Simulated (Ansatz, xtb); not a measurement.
CH6S2SeSi: which of two conformers lies lower

Structure I is `C[Si@H](S)[Se]S`, a singlet and structure II is `C[Si@H](S)[Se]S`, a singlet. Both are isolated molecules in the gas phase, relaxed with r2SCAN-D4/def2-SVP.

I (Å):

```tsv
atom	x (Å)	y (Å)	z (Å)
C	0.7543	-0.8040	-3.1399
S	-1.9318	-2.5390	-3.6912
S	0.1119	-0.3624	0.6807
Se	-1.6602	-0.6675	-0.6644
Si	-0.4865	-1.8685	-2.2406
H	1.4502	-0.3539	-2.4145
H	1.3402	-1.4083	-3.8511
H	0.2522	0.0057	-3.6916
H	0.1682	-3.0189	-1.5535
H	-2.5461	-3.3942	-2.8425
H	0.4963	0.8335	0.1720
```

II (Å):

```yaml
atoms:
  - { symbol: C, position_ang: [-1.7395, 0.3781, 2.4009] }
  - { symbol: S, position_ang: [-2.9603, 0.5611, -0.5754] }
  - { symbol: S, position_ang: [0.9013, -0.2776, -0.1892] }
  - { symbol: Se, position_ang: [0.4101, 1.8833, 0.1346] }
  - { symbol: Si, position_ang: [-1.7254, 1.5083, 0.9178] }
  - { symbol: H, position_ang: [-1.1816, 0.8350, 3.2328] }
  - { symbol: H, position_ang: [-2.7719, 0.1802, 2.7304] }
  - { symbol: H, position_ang: [-1.2594, -0.5791, 2.1451] }
  - { symbol: H, position_ang: [-2.2229, 2.8856, 1.2199] }
  - { symbol: H, position_ang: [-2.8936, 1.5946, -1.4451] }
  - { symbol: H, position_ang: [0.2024, -0.4221, -1.3418] }
```

**Question.** Estimate E(II) − E(I) at the level CCSD(T)/def2-SVP + ΔMP2/def2-TZVPP.

**Answer.** Too close to call at this level: CCSD(T)/def2-SVP + ΔMP2/def2-TZVPP gives E(II) − E(I) = −0.89 kJ/mol.

The same difference at several levels:

| level | geometry | E(II) − E(I) (kJ/mol) | departure from the last row (kJ/mol) | job, with rough time for the two |
| --- | --- | --- | --- | --- |
| r2SCAN-D4/def2-SVP | r2SCAN-D4/def2-SVP | −2.28 | −1.39 | optimisation, 78 s |
| HF/def2-SVP | r2SCAN-D4/def2-SVP | −0.29 | +0.60 | part of the CCSD(T) run |
| MP2/def2-SVP | r2SCAN-D4/def2-SVP | −3.41 | −2.52 | part of the CCSD(T) run |
| CCSD(T)/def2-SVP | r2SCAN-D4/def2-SVP | −3.01 | −2.12 | single point |
| CCSD(T)/def2-SVP + ΔMP2/def2-TZVPP | r2SCAN-D4/def2-SVP | −0.89 |  | single point, 64 s |

The largest departure from CCSD(T)/def2-SVP + ΔMP2/def2-TZVPP is that of MP2/def2-SVP, 2.52 kJ/mol. Levels run at GFN2-xTB geometries aren't shown. The last row adds to CCSD(T) the change of the MP2 difference between the two basis sets, here +2.12 kJ/mol.

With thermal terms from frequencies at re-optimised GFN2-xTB minima (ideal gas, soft modes damped towards free rotors, one conformer each, 298.15 K, 1 atm): the zero-point term adds −0.01 kJ/mol; ΔH is −0.74 and ΔG −1.38 kJ/mol.

The correlated steps freeze 25 core orbitals; the filled d shell of Se is correlated, in a basis made for valence electrons. Programs: Ansatz 0.2.0, xtb 6.7.1; the last row on 2 threads of Arm Neoverse V2 on a shared host.
